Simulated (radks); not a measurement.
Mn2+, configuration [Ar] 3d4 4d1 (not the ground configuration). Calculated with a radial shooting solver on a logarithmic mesh with Libxc functionals: non-relativistic Kohn-Sham, SCAN, spin-unpolarised, spherical densities, point nucleus; meta-GGA in the generalised Kohn-Sham scheme.

Local quantities along the radius. ELF = 1/(1 + alpha^2) is the electron localisation function; alpha = (tau - tau_W)/tau_unif compares the Pauli kinetic energy density with that of the uniform gas; 4 pi r^2 rho is in e/bohr.

r (bohr)	ELF	alpha	4 pi r^2 rho
0.00265	1.000	0.01482	0.8164
0.003507	1.000	0.01570	1.369
0.00464	1.000	0.01694	2.265
0.006139	1.000	0.01874	3.680
0.008123	1.000	0.02143	5.835
0.01075	0.999	0.02561	8.962
0.01422	0.999	0.03245	13.20
0.01882	0.998	0.04440	18.40
0.0249	0.996	0.06722	23.87
0.03294	0.987	0.1157	28.25
0.04359	0.949	0.2315	29.88
0.05767	0.782	0.5285	28.01
0.07631	0.419	1.178	24.42
0.101	0.276	1.620	23.25
0.1336	0.465	1.072	27.14
0.1768	0.753	0.5728	32.46
0.2339	0.831	0.4515	31.14
0.3094	0.641	0.7485	21.41
0.4094	0.176	2.166	12.58
0.5417	0.322	1.450	12.25
0.7168	0.745	0.5844	14.76
0.9484	0.786	0.5223	12.08
1.255	0.593	0.8283	6.124
1.66	0.185	2.098	2.013
2.197	0.015	8.239	0.5432
2.907	0.009	10.29	0.3004
3.846	0.031	5.596	0.2979
5.089	0.030	5.701	0.1957
6.733	0.009	10.60	0.05776
8.908	0.001	39.58	0.006050
11.79	0.000	346.1	0.0001769

On this mesh the ELF has minima near r = 0.10, 0.47 bohr, which separate the shells, and maxima near 0.23 (0.83), 0.83 (0.80).
